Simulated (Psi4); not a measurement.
Psi4 input (wB97X-D/6-311+G**):

```
memory 1500 MB

molecule {
1 2
Si    0.80197483   -0.19760247    0.60595417
H     2.06331240   -0.51011346   -0.15628702
Cl   -0.78182117    0.19273812   -0.48982772
symmetry c1
no_reorient
no_com
}

set {
  basis 6-311+G**
  reference uks
  scf_type pk
  dft_radial_points 99
  dft_spherical_points 590
  e_convergence 1e-8
  d_convergence 1e-7
  maxiter 150
}

e = energy('wb97x-d')
print_out(f'\nFINAL {e:.10f} DIPOLE {variable("CURRENT DIPOLE")[0]:.6f} {variable("CURRENT DIPOLE")[1]:.6f} {variable("CURRENT DIPOLE")[2]:.6f}\n')
```

Output:

```
   => Loading Basis Set <=

    Name: 6-311+G**
    Role: ORBITAL
    Keyword: BASIS
    atoms 1 entry SI         line   351 file 6-311pgss.gbs
    atoms 2 entry H          line    42 file 6-311pgss.gbs
    atoms 3 entry CL         line   468 file 6-311pgss.gbs

   => WB97X-D: Empirical Dispersion <=

    Chai and Head-Gordon Dispersion Correction
    Chai, J.-D.; Head-Gordon, M. (2010), J. Chem. Phys., 132: 6615-6620

        s6 =       1.000000

         ---------------------------------------------------------
                                   SCF
               by Justin Turney, Rob Parrish, Andy Simmonett
                          and Daniel G. A. Smith
                              UKS Reference
         ---------------------------------------------------------

  ==> Geometry <==

    Molecular point group: c1
    Full point group: C1

    Geometry (in Angstrom), charge = 1, multiplicity = 2:

       Center              X                  Y                   Z               Mass
    ------------   -----------------  -----------------  -----------------  -----------------
         SI           0.801974830000    -0.197602470000     0.605954170000    27.976926534650
         H            2.063312400000    -0.510113460000    -0.156287020000     1.007825032230
         CL          -0.781821170000     0.192738120000    -0.489827720000    34.968852682000

  Running in c1 symmetry.

  Rotational constants: A =      9.56925  B =      0.26657  C =      0.25935 [cm^-1]
  Rotational constants: A = 286878.77727  B =   7991.67573  C =   7775.08271 [MHz]
  Nuclear repulsion =   72.058825484631299

  Charge       = 1
  Multiplicity = 2
  Electrons    = 31
  Nalpha       = 16
  Nbeta        = 15

  ==> Algorithm <==

  SCF Algorithm Type is PK.
  DIIS enabled.
  MOM disabled.
  Fractional occupation disabled.
  Guess Type is SAD.
  Energy threshold   = 1.00e-08
  Density threshold  = 1.00e-07
  Integral threshold = 1.00e-12

  ==> Primary Basis <==

  Basis Set: 6-311+G**
    Blend: 6-311+G**
    Number of shells: 32
    Number of basis functions: 66
    Number of Cartesian functions: 68
    Spherical Harmonics?: true
    Max angular momentum: 2

  ==> DFT Potential <==

   => LibXC <=

    Version 7.1.2
    S. Lehtola, C. Steigemann, M. J. T. Oliveira, and M. A. L. Marques,  SoftwareX 7, 1–5 (2018) (10.1016/j.softx.2017.11.002)

   => Composite Functional: WB97X-D <=

    wB97X-D Hyb-GGA Exchange-Correlation Functional

    J.-D. Chai and M. Head-Gordon,  Phys. Chem. Chem. Phys. 10, 6615–6620 (2008) (10.1039/B810189B)

    Deriv               =              1
    GGA                 =           TRUE
    Meta                =          FALSE

    Exchange Hybrid     =           TRUE
    MP2 Hybrid          =          FALSE

   => Exchange-Correlation Functionals <=

    1.0000   wB97X-D range-separated functional

   => Exact (HF) Exchange <=

    0.7780            HF,LR [omega = 0.2000]
    0.2220               HF

   => LibXC Density Thresholds  <==

    XC_HYB_GGA_XC_WB97X_D:  1.00E-14

   => Molecular Quadrature <=

    Radial Scheme          =       TREUTLER
    Pruning Scheme         =           NONE
    Nuclear Scheme         =       TREUTLER

    Blocking Scheme        =         OCTREE
    BS radius alpha        =              1
    Pruning alpha          =              1
    Radial Points          =             99
    Spherical Points       =            590
    Total Points           =         170269
    Total Blocks           =           1342
    Max Points             =            256
    Max Functions          =             63
    Weights Tolerance      =       1.00E-15

  ==> Integral Setup <==

  Using in-core PK algorithm.
   Calculation information:
      Number of atoms:                   3
      Number of AO shells:              32
      Number of primitives:             57
      Number of atomic orbitals:        68
      Number of basis functions:        66

      Integral cutoff                 1.00e-12
      Number of threads:                 1

  Performing in-core PK
  Using 7336098 doubles for integral storage.
  We computed 125068 shell quartets total.
  Whereas there are 139656 unique shell quartets.

  Computing range-separated integrals for PK
  We computed 125068 wK shell quartets total.
  Whereas there are 139656 wK unique shell quartets.

  ==> DiskJK: Disk-Based J/K Matrices <==

    J tasked:                  Yes
    K tasked:                  Yes
    wK tasked:                 Yes
    Omega:               2.000E-01
    Schwarz Cutoff:          1E-12


  Cached 100.0% of DFT collocation blocks in 0.242 [GiB].

  Minimum eigenvalue in the overlap matrix is 4.9295881793E-03.
  Reciprocal condition number of the overlap matrix is 9.3794731722E-04.
    Using symmetric orthogonalization.

  ==> Pre-Iterations <==

  SCF Guess: Superposition of Atomic Densities via on-the-fly atomic UHF (no occupation information).

   -------------------------
    Irrep   Nso     Nmo
   -------------------------
     A         66      66
   -------------------------
    Total      66      66
   -------------------------

  ==> Iterations <==

                        Total Energy        Delta E     RMS |[F,P]|

   @UKS iter SAD:  -749.94804911867448   -7.49948e+02   0.00000e+00
   @UKS iter   1:  -749.92096854426643    2.70806e-02   4.05663e-03 ADIIS/DIIS
   @UKS iter   2:  -749.93795287609748   -1.69843e-02   2.08787e-03 ADIIS/DIIS
   @UKS iter   3:  -749.94591649044503   -7.96361e-03   7.64221e-04 ADIIS/DIIS
   @UKS iter   4:  -749.94710880277205   -1.19231e-03   1.07529e-04 ADIIS/DIIS
   @UKS iter   5:  -749.94718931428122   -8.05115e-05   3.19907e-05 DIIS
   @UKS iter   6:  -749.94720070242124   -1.13881e-05   1.42620e-05 DIIS
   @UKS iter   7:  -749.94720342352321   -2.72110e-06   3.52998e-06 DIIS
   @UKS iter   8:  -749.94720358183588   -1.58313e-07   1.18858e-06 DIIS
   @UKS iter   9:  -749.94720359657447   -1.47386e-08   4.32022e-07 DIIS
   @UKS iter  10:  -749.94720359873531   -2.16085e-09   1.10985e-07 DIIS
   @UKS iter  11:  -749.94720359889277   -1.57456e-10   3.20282e-08 DIIS
  Energy and wave function converged.

  ==> Post-Iterations <==

   Electrons on quadrature grid:
      Nalpha   =   16.0000000259 ; deviation = 2.594e-08
      Nbeta    =   15.0000000139 ; deviation = 1.395e-08
      Ntotal   =   31.0000000399 ; deviation = 3.989e-08

   @Spin Contamination Metric:   3.857360084E-03
   @S^2 Expected:                7.500000000E-01
   @S^2 Observed:                7.538573601E-01
   @S   Expected:                5.000000000E-01
   @S   Observed:                5.000000000E-01

    Orbital Energies [Eh]
    ---------------------

    Alpha Occupied:

       1A   -101.996512     2A    -66.626417     3A     -9.864373
       4A     -7.611785     5A     -7.605335     6A     -7.604562
       7A     -5.752813     8A     -4.100575     9A     -4.097232
      10A     -4.092911    11A     -1.211528    12A     -0.886245
      13A     -0.756730    14A     -0.696769    15A     -0.692566
      16A     -0.603366

    Alpha Virtual:

      17A     -0.299958    18A     -0.166648    19A     -0.123832
      20A     -0.093393    21A     -0.062878    22A     -0.061138
      23A     -0.044691    24A     -0.016331    25A      0.002542
      26A      0.003534    27A      0.038091    28A      0.125835
      29A      0.141888    30A      0.146369    31A      0.210583
      32A      0.254021    33A      0.284921    34A      0.300398
      35A      0.311567    36A      0.321645    37A      0.367640
      38A      0.370681    39A      0.515294    40A      0.554248
      41A      0.686423    42A      0.692180    43A      0.756127
      44A      0.781352    45A      0.784239    46A      1.007092
      47A      1.022774    48A      1.053547    49A      1.181729
      50A      1.237160    51A      1.273506    52A      1.779632
      53A      2.104589    54A      2.109907    55A      2.238522
      56A      2.365603    57A      5.191636    58A      9.489867
      59A     11.055529    60A     11.099983    61A     11.167601
      62A     25.679509    63A     25.690453    64A     26.054442
      65A    140.668282    66A    215.554206

    Beta Occupied:

       1A   -101.995396     2A    -66.622649     3A     -9.863174
       4A     -7.609385     5A     -7.604801     6A     -7.602137
       7A     -5.748850     8A     -4.097778     9A     -4.091612
      10A     -4.087408    11A     -1.204306    12A     -0.858759
      13A     -0.734326    14A     -0.690391    15A     -0.679412

    Beta Virtual:

      16A     -0.347365    17A     -0.283044    18A     -0.155631
      19A     -0.106487    20A     -0.075383    21A     -0.051738
      22A     -0.048864    23A     -0.034546    24A     -0.014130
      25A      0.005596    26A      0.009248    27A      0.043730
      28A      0.128135    29A      0.149048    30A      0.150118
      31A      0.222528    32A      0.265257    33A      0.296536
      34A      0.304534    35A      0.340404    36A      0.357387
      37A      0.380550    38A      0.383693    39A      0.532652
      40A      0.574574    41A      0.692270    42A      0.697850
      43A      0.765277    44A      0.787840    45A      0.795094
      46A      1.023209    47A      1.031756    48A      1.061713
      49A      1.192151    50A      1.262507    51A      1.299050
      52A      1.801520    53A      2.106287    54A      2.117257
      55A      2.243478    56A      2.396486    57A      5.200705
      58A      9.490789    59A     11.058634    60A     11.109149
      61A     11.170444    62A     25.679510    63A     25.690857
      64A     26.054792    65A    140.672365    66A    215.555142

    Final Occupation by Irrep:
              A
    DOCC [    15 ]
    SOCC [     1 ]
    NA   [    16 ]
    NB   [    15 ]

  @UKS Final Energy:  -749.94720359889277

   => Energetics <=

    Nuclear Repulsion Energy =             72.0588254846312992
    One-Electron Energy =               -1171.5915169502391109
    Two-Electron Energy =                 385.5124779921912364
    DFT Exchange-Correlation Energy =     -35.9267841777855566
    Empirical Dispersion Energy =          -0.0002059476906929
    VV10 Nonlocal Energy =                  0.0000000000000000
    Total Energy =                       -749.9472035988927701

  UHF NO Occupations:
  HONO-2 :   14  A 1.9995941
  HONO-1 :   15  A 1.9987387
  HONO-0 :   16  A 1.0000000
  LUNO+0 :   17  A 0.0012613
  LUNO+1 :   18  A 0.0004059
  LUNO+2 :   19  A 0.0002200
  LUNO+3 :   20  A 0.0000287

Computation Completed

Properties will be evaluated at   0.000000,   0.000000,   0.000000 [a0]

Properties computed using the SCF density matrix

 Multipole Moments:

 ------------------------------------------------------------------------------------
     Multipole            Electronic (a.u.)      Nuclear  (a.u.)        Total (a.u.)
 ------------------------------------------------------------------------------------

 L = 1.  Multiply by 2.5417464519 to convert [e a0] to [Debye]
 Dipole X            :          1.3605234            0.0000002            1.3605237
 Dipole Y            :         -0.3354858            0.0000000           -0.3354858
 Dipole Z            :          0.7694806            0.0000002            0.7694808
 Magnitude           :                                                    1.5986482

 ------------------------------------------------------------------------------------

FINAL -749.9472035989 DIPOLE 1.360524 -0.335486 0.769481

*** Psi4 exiting successfully. Buy a developer a beer!
```

The dipole moment of an ion depends on the origin.
